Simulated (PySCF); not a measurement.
A structure optimised at PBE-D3(BJ)/def2-SVP, used in a PySCF frequency run:

```xyz
5

Ti     0.0000     0.0000     0.4322
I     -2.1556    -1.2445    -0.0731
I      0.0000     2.4890    -0.0731
I      2.1556    -1.2445    -0.0731
H      0.0000     0.0000     2.1131
```
Charge 0, spin multiplicity 1.

Write its SMILES, formula and point group.

[I][TiH]([I])[I], HI3Ti, C3v

What are its rotational constants (standard atomic weights)?

0.42301, 0.42301, 0.21427 GHz
